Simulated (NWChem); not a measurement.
System: ZnH2Se2; SMILES [SeH][Zn][SeH]

```xyz
5

Zn     0.0000     0.0000     0.0151
Se    -0.0133     2.2920     0.0233
H      1.0302     2.3179    -1.0168
Se     0.0133    -2.2920     0.0233
H     -1.0302    -2.3179    -1.0168
```
Atoms are numbered in this order, from 1.

Structure relaxed at the PBE0/def2-SVP level.

Symmetry labels are those of C2 in the frame above (b1 and b2, or b-type labels, depend on it).

List the 4 lowest vertical singlet excitations from PBE0/def2-SVPD, TDA (NWChem).


```json
[
 {"state": "S1", "energy (eV)": "4.68", "oscillator strength": "0.033", "symmetry": "b", "leading excitation (squared amplitude)": "HOMO → LUMO (0.98)"},
 {"state": "S2", "energy (eV)": "4.68", "oscillator strength": "0.033", "symmetry": "a", "leading excitation (squared amplitude)": "HOMO−1 → LUMO (0.98)"},
 {"state": "S3", "energy (eV)": "5.17", "oscillator strength": "0.001", "symmetry": "b", "leading excitation (squared amplitude)": "HOMO → LUMO+2 (0.49)"},
 {"state": "S4", "energy (eV)": "5.19", "oscillator strength": "0.001", "symmetry": "a", "leading excitation (squared amplitude)": "HOMO → LUMO+1 (0.49)"}
]
```
